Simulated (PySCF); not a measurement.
Species: C5H6ClF.
SMILES with atom numbers: `[CH2:1]=[CH:2]/[C:3]([F:4])=[C:5](/[CH3:6])[Cl:7]` (hydrogens: H8, H9 on C1; H10 on C2; H11, H12, H13 on C6)

Computed with PySCF at PBE0/pcSseg-1 and CAM-B3LYP/def2-SVPD, non-relativistic, on one gas-phase PBE0-D3(BJ)/def2-SVP geometry that isn't relaxed in the solvent. The solvent is an IEF-PCM continuum (cavity from Bondi-type radii × 1.2). The model holds no explicit solvent molecules, cavitation or dispersion.

Gas phase at PBE0/pcSseg-1: HOMO -6.64 eV, LUMO -1.23 eV, dipole 0.24 D.

Question: What does the continuum do to the energy, the frontier levels and the dipole at PBE0/pcSseg-1 in cyclohexane and chloroform?

Answer: 
```tsv
solvent	ε	E(solvent) − E(gas) (kJ/mol)	polarisation term (kJ/mol)	distortion of the solute (kJ/mol)	HOMO (eV)	LUMO (eV)	dipole (D)
cyclohexane	2.017	-4.03	-4.17	0.14	-6.63	-1.19	0.27
chloroform	4.711	-7.19	-7.64	0.45	-6.63	-1.19	0.29
```

The polarisation term is half the interaction of the solute with the surface charges that it induces; the rest is the cost of distorting the solute's density. The sum is the electrostatic part of solvation alone. From cyclohexane to chloroform the lowering changes by a factor 1.78, Onsager's factor (ε − 1)/(2ε + 1) by 1.76 and ε itself by 2.3.

Question: Which Hirshfeld charges (PBE0/pcSseg-1) respond most in chloroform (means over atoms taken as equivalent)?

Answer: 
| atoms | environment | gas (e) | solvent (e) | change |
| --- | --- | --- | --- | --- |
| Cl7 | vinyl chlorine | -0.014 | -0.020 | -0.006 |
| H8 | vinylic hydrogen | +0.054 | +0.059 | +0.005 |
| F4 | vinyl fluorine | -0.058 | -0.062 | -0.004 |
| C2 | alkene CH carbon | -0.068 | -0.072 | -0.004 |
| C3 | vinylic C–F carbon | +0.066 | +0.062 | -0.004 |
| H11/H12/H13 | methyl hydrogen | +0.049 | +0.052 | +0.003 |
| H10 | vinylic hydrogen | +0.042 | +0.044 | +0.002 |
| H9 | vinylic hydrogen | +0.045 | +0.046 | +0.001 |
| C1 | terminal =CH2 carbon | -0.089 | -0.090 | -0.001 |
| C6 | allylic carbon | -0.124 | -0.123 | +0.001 |
| C5 | vinylic C–Cl carbon | 0.000 | 0.000 | 0.000 |

Question: How do the nuclear quadrupole coupling constants eQVzz/h respond in chloroform?

Answer: 
| nucleus | Q (barn) | gas (MHz) | solvent (MHz) | η gas | η solvent |
| --- | --- | --- | --- | --- | --- |
| 35Cl at Cl7 | -0.0817 | -75.42 | -74.77 | 0.08 | 0.09 |

Gas phase at CAM-B3LYP/def2-SVPD: HOMO -7.91 eV, LUMO -0.23 eV, dipole 0.17 D.

Question: What does the continuum do to the energy, the frontier levels and the dipole at CAM-B3LYP/def2-SVPD in cyclohexane and chloroform?

Answer: 
| solvent | ε | E(solvent) − E(gas) (kJ/mol) | polarisation term (kJ/mol) | distortion of the solute (kJ/mol) | HOMO (eV) | LUMO (eV) | dipole (D) |
| --- | --- | --- | --- | --- | --- | --- | --- |
| cyclohexane | 2.017 | -4.10 | -4.26 | 0.16 | -7.88 | -0.18 | 0.20 |
| chloroform | 4.711 | -7.29 | -7.79 | 0.50 | -7.87 | -0.16 | 0.21 |

Question: How does the static polarisability (CAM-B3LYP/def2-SVPD, frozen core, with the continuum's full static response) change?

Answer: 
```
     medium  isotropic (au)  principal values (au)  ⟨r²⟩ of the electrons (bohr²)
        gas            83.2      51.9, 73.8, 124.0                         1034.9
cyclohexane            94.3      57.7, 82.5, 142.7                         1034.6
 chloroform           104.5      64.1, 90.4, 158.8                         1034.4
```

The isotropic value in chloroform is 1.25 times the gas-phase one; no cavity-field correction is applied. ⟨r²⟩ is taken about the centre of nuclear charge.

Conformer computed: `[CH2:1]=[CH:2]/[C:3]([F:4])=[C:5](/[CH3:6])[Cl:7]`: C1–C2–C3–F4 -1°.
